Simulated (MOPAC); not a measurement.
Input for MOPAC: PM3 on H2 (SMILES [H][H]).

```
PM3 1SCF PRECISE CHARGE=0 THREADS=1
H2

H     -0.06105842 1    -0.16041165 1     3.18656582 1
H     -0.10264970 1    -0.29176240 1     3.91876700 1
```

Program output:

```
*******************************************************************************
 **                                                                           **
 **                              MOPAC v23.2.5                                **
 **                                                                           **
 *******************************************************************************
 ** MOPAC's Digital Object Identifier: https://doi.org/10.5281/zenodo.6511958 **
 **                                                                           **
 ** Please cite the open-source release paper for use of this MOPAC version:  **
 ** J. E. Moussa and J. J. P. Stewart (2026)                                  **
 ** MOPAC: An open-source semiempirical molecular orbital program             **
 ** J. Open Source Softw., 11(119), 8025, https://doi.org/10.21105/joss.08025 **
 *******************************************************************************

                              PM3 CALCULATION RESULTS

 *******************************************************************************
 *  PM3        - The PM3 Hamiltonian to be used
 *
 *
 *
 *                 CHARGE ON SYSTEM = 0
 *
 *
 *
 *  PRECISE    - TIGHTER CRITERIA TO BE USED
 *  1SCF       - DO 1 SCF AND THEN STOP
 *  THREADS=1  - MULTI-THREADING NOT USED
 *  T=         - A TIME OF 172800.0 SECONDS REQUESTED
 *  DUMP=N     - RESTART FILE WRITTEN EVERY 7200.0 SECONDS REQUESTED
 *******************************************************************************
PM3 1SCF PRECISE CHARGE=0 THREADS=1
 H2

   ATOM   CHEMICAL          X               Y               Z
  NUMBER   SYMBOL      (ANGSTROMS)     (ANGSTROMS)     (ANGSTROMS)

     1       H         -0.06105842  *  -0.16041165  *   3.18656582  *
     2       H         -0.10264970  *  -0.29176240  *   3.91876700  *



          CARTESIAN COORDINATES

    NO.       ATOM           X           Y           Z

     1         H         -0.0611     -0.1604      3.1866
     2         H         -0.1026     -0.2918      3.9188

  H: (PM3): J. J. P. STEWART, J. COMP. CHEM. 10, 209 (1989).

           Empirical Formula: H2  =     2 atoms



      MOLECULAR POINT GROUP   :   D*h


      RHF CALCULATION, NO. OF DOUBLY OCCUPIED LEVELS = 1


 -------------------------------------------------------------------------------
 PM3 1SCF PRECISE CHARGE=0 THREADS=1
 H2



     1SCF WAS SPECIFIED, SO BFGS WAS NOT USED
     SCF FIELD WAS ACHIEVED


                              PM3 CALCULATION
                                                       MOPAC v23.2.5 Linux




          FINAL HEAT OF FORMATION =        -12.53807 KCAL/MOL =     -52.45926 KJ/MOL


          COSMO AREA              =         27.23 SQUARE ANGSTROMS
          COSMO VOLUME            =         13.01 CUBIC ANGSTROMS

          IONIZATION POTENTIAL    =         15.844391 EV
          HOMO LUMO ENERGIES (EV) =        -15.844  4.492
          NO. OF FILLED LEVELS    =          1
          MOLECULAR WEIGHT        =          2.0158         POINT GROUP:  D*h

          MOLECULAR DIMENSIONS (Angstroms)

            Atom       Atom       Distance
            H     2    H     1     0.74505
            H     2    H     1     0.00000
            H     1    H     2     0.00000


          SCF CALCULATIONS        =          1





   ATOM   CHEMICAL          X               Y               Z
  NUMBER   SYMBOL      (ANGSTROMS)     (ANGSTROMS)     (ANGSTROMS)

     1       H         -0.06105842  *  -0.16041165  *   3.18656582  *
     2       H         -0.10264970  *  -0.29176240  *   3.91876700  *

                             CARTESIAN COORDINATES

   1    H       -0.061058420    -0.160411650     3.186565820
   2    H       -0.102649700    -0.291762400     3.918767000


           Empirical Formula: H2  =     2 atoms



      MOLECULAR POINT GROUP   :   D*h


                  EIGENVALUES
 -15.84439   4.49196


              NET ATOMIC CHARGES AND DIPOLE CONTRIBUTIONS

  ATOM NO.   TYPE          CHARGE      No. of ELECS.   s-Pop
    1          H          -0.000000        1.0000     1.00000
    2          H           0.000000        1.0000     1.00000
 DIPOLE           X         Y         Z       TOTAL
 POINT-CHG.    -0.000    -0.000     0.000     0.000
 HYBRID         0.000     0.000     0.000     0.000
 SUM           -0.000    -0.000     0.000     0.000


          ATOMIC ORBITAL ELECTRON POPULATIONS

     Atom    s
    1  H   1.00000
    2  H   1.00000

 **********************
 *                    *
 * JOB ENDED NORMALLY *
 *                    *
 **********************




 == MOPAC DONE ==
```

The run finished.

Cost: roughly 0.03 core-seconds.
